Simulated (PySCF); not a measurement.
Molecule: CH3AlCl2O (charge 0, singlet). 
Structure (B3LYP-D3(BJ)/def2-TZVP (Ansatz) minimum search):
```xyz
8

C     -2.7421    -0.2858     0.2119
O     -1.4298    -0.7777     0.0337
Al     0.0989    -0.1139    -0.0228
Cl     0.3767     1.9437     0.2035
Cl     1.7351    -1.3606    -0.3224
H     -3.1894    -0.7540     1.0913
H     -3.3472    -0.5400    -0.6611
H     -2.7599     0.7996     0.3461
```

Dispersion corrections to the total energy (kcal/mol) from the dftd3 and dftd4 libraries through PySCF: D3(BJ) without and D4 with the three-body term, each with the damping fitted for the functional named.

```tsv
functional	D3(BJ)	D4
PBE0	-3.73	…
revPBE	…	-11.66
B2PLYP	-3.83	-3.08
BP86	…	-6.17
TPSS	-5.31	-5.89
BLYP	-9.04	-9.33
B2GP-PLYP	-4.07	-1.92
```

Task: Complete the blanks.

Result: 
- PBE0, D4: -3.77
- revPBE, D3(BJ): -9.49
- BP86, D3(BJ): -7.38
